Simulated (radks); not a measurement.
Q: These are the eigenvalues of the occupied orbitals of an atom or ion with whole-number occupations (hartree). All-electron calculation, non-relativistic Kohn-Sham, PBE, spin-polarised, spherical densities, point nucleus. Program: a radial shooting solver on a logarithmic mesh with Libxc functionals.

1s down: -234.1956
1s up: -234.1952
2s up: -26.92191
2s down: -26.84356
2p up: -23.06597
2p down: -23.00728
3s up: -3.14894
3s down: -2.95971
3p up: -2.05000
3p down: -1.86411
3d up: -0.30880
4s up: -0.19904
4s down: -0.16233

Which element is it, and in what charge state? The configuration may be excited. Open shells, if any, are filled with parallel spins first.

A: Z = 25, manganese, charge 0: Mn in [Ar] 3d5 4s2. The list shows which subshells hold electrons but not how many an open one holds; the 1s level, -234.2 hartree, gives Z - s = 21.6 by -(Z - s)^2/2, which with screening narrows Z to a few neighbours, and the depths of the outer levels then fix element, charge and occupations together.
